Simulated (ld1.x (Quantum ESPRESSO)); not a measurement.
# Ru: one change to a TM potential, before and after

ld1.x (Quantum ESPRESSO) 7.5 input, shortened:

```
&input
   title='Ru', zed=44., rel=2, dft='PZ', iswitch=3,
   config='[Kr] 4d8 5s0 5p0', rel_dist='average'
 /
 &inputp
   pseudotype=2, tm=.true., lloc=0,
   nlcc=.true., new_core_ps=.true., rcore=0.75
 /
3
5P  2  1   0.00   0.00  2.95  2.95  0.0
4D  3  2   8.00   0.00  1.45  1.45  0.0
5S  1  0   0.00   0.00  2.55  2.55  0.0
 &test
   configts(1)='4d8 5s0 5p0'
 /
```

Open shells are filled in proportion to 2j + 1 (rel_dist='average').

Change: wave 4d (bound): rc 1.45 bohr becomes 4d (bound): rc 1.24 bohr.

Cutoffs: the cutoffs (Ry, on a coarse ladder) from which the occupation-weighted sum of valence levels, in a spherical-Bessel basis at the reference potential, stays within 10 and 1 mRy of its value at 400 Ry; they do not see the model core or the augmentation charge, which bear on the density cutoff. Errors are all-electron minus pseudo energies relative to the spin-unpolarised reference configuration.

Q: What does the change do?

A: The potential gets harder (55 Ry and 70 Ry → 70 Ry and 80 Ry); the errors of the 7 common tests hardly move; neither file shows a bound ghost. A smaller radius makes the pseudo-wave follow the all-electron one further in, where it bends more sharply, so more plane waves are needed.

```tsv
quantity	base	changed
cutoff, loose	55 Ry	70 Ry
cutoff, tight	70 Ry	80 Ry
bound ghosts	none	none
error for 4d7 5s1 5p0, meV [ΔE 0.27 eV]	-79	-79
error for 4d7 5s0 5p0, meV [ΔE 7.88 eV]	-56	-56
error for 4d6 5s0 5p0, meV [ΔE 26.32 eV]	-378	-377
error for 4d5 5s0 5p0, meV [ΔE 57.17 eV]	-1189	-1189
error for 4d7 5s0 5p1, meV [ΔE 3.85 eV]	-76	-76
error for 4d7.5 5s0.5 5p0, meV [ΔE -0.01 eV]	-18	-17
error for 4d6 5s1 5p0, meV [ΔE 10.59 eV]	-355	-355
s: phases at 3.19 bohr within 0.05 rad from the reference energy up to (Ry; the scan ends near 5)	2.0	2.0
p1/2: phases at 3.19 bohr within 0.05 rad from the reference energy up to (Ry; the scan ends near 5)	2.8	2.8
p3/2: phases at 3.19 bohr within 0.05 rad from the reference energy up to (Ry; the scan ends near 5)	2.6	2.6
d3/2: phases at 3.19 bohr within 0.05 rad from the reference energy up to (Ry; the scan ends near 5)	0.8	0.8
d5/2: phases at 3.19 bohr within 0.05 rad from the reference energy up to (Ry; the scan ends near 5)	0.8	0.8
```
